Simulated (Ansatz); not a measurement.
A nudged elastic band was laid between two geometries of FH + GeH4 (7 atoms, charge 0, multiplicity 1).

All numbers below come from Ansatz, UKS PBE-D4/def2-SVP.

- movable images: 5
- climbing image: yes
- spring: 5.0 eV/Å²
- optimiser: quadratic models (default)
- start path: through a guess of the saddle point
- force threshold: 0.05 eV/Å
- iteration limit: 60
- end points: relaxed

Image 0:

```xyz
7
Properties=species:S:1:pos:R:3
Ge -0.286 -0.160 0.746
H 1.151 0.220 0.267
H -0.712 -1.478 0.066
H -1.255 0.988 0.394
H -0.213 -0.349 2.281
H 0.963 0.413 -1.521
F 0.353 0.366 -2.233
```

Image 6:

```xyz
7
Properties=species:S:1:pos:R:3
Ge -1.026 -0.095 0.600
H 2.819 0.026 -1.406
H -1.096 -1.594 0.217
H -2.424 0.571 0.608
H -0.258 0.144 1.922
H 2.091 0.235 -1.264
F -0.106 0.713 -0.676
```

Which bonds break or form, and what moves?

Bonds broken: Ge1–H2, H6–F7. Bonds formed: Ge1–F7, H2–H6. FH + GeH4 becomes FGeH3 + H2.

Give the energies along the band, and the barrier.

The forces met the threshold. The highest image is number 3 of 0 to 6, 1.31 eV above the first end and 1.65 eV above the last; the last end lies 0.34 eV below the first. Neighbouring images differ by up to 1.4 eV, so the band resolves the path poorly. A vibrational analysis at the climbing image gives one clearly imaginary mode, 999i cm⁻¹: a first-order saddle point. The orbitals stay closed-shell, which can raise the energy where a bond breaks towards radicals; this wasn't checked here.

```json
{"image": "0", "path coordinate (Å)": "0.00", "energy (eV)": "0.00", "Ge1–H2 (Å)": "1.56", "H6–F7 (Å)": "0.94", "Ge1–F7 (Å)": "3.09"}
{"image": "1", "path coordinate (Å)": "1.00", "energy (eV)": "0.04", "Ge1–H2 (Å)": "1.56", "H6–F7 (Å)": "0.94", "Ge1–F7 (Å)": "3.21"}
{"image": "2", "path coordinate (Å)": "2.00", "energy (eV)": "0.18", "Ge1–H2 (Å)": "1.58", "H6–F7 (Å)": "0.95", "Ge1–F7 (Å)": "2.89"}
{"image": "3", "path coordinate (Å)": "3.00", "energy (eV)": "1.31", "Ge1–H2 (Å)": "1.85", "H6–F7 (Å)": "1.17", "Ge1–F7 (Å)": "2.10"}
{"image": "4", "path coordinate (Å)": "4.05", "energy (eV)": "-0.12", "Ge1–H2 (Å)": "2.62", "H6–F7 (Å)": "1.89", "Ge1–F7 (Å)": "1.79"}
{"image": "5", "path coordinate (Å)": "5.10", "energy (eV)": "-0.34", "Ge1–H2 (Å)": "3.63", "H6–F7 (Å)": "2.32", "Ge1–F7 (Å)": "1.77"}
{"image": "6", "path coordinate (Å)": "6.15", "energy (eV)": "-0.34", "Ge1–H2 (Å)": "4.34", "H6–F7 (Å)": "2.32", "Ge1–F7 (Å)": "1.77"}
```

What is the geometry of the highest image?


```xyz
7
Properties=species:S:1:pos:R:3
Ge -0.392 -0.114 0.368
H 1.305 -0.497 -0.258
H -0.712 -1.630 0.271
H -1.709 0.670 0.104
H 0.205 0.330 1.725
H 1.054 0.236 -0.922
F 0.249 1.005 -1.289
```

Run time: 44 s on 2 threads of Intel(R) Xeon(R) Platinum 8559C (Emerald Rapids), with other jobs on the host, peak memory 0.16 GiB.
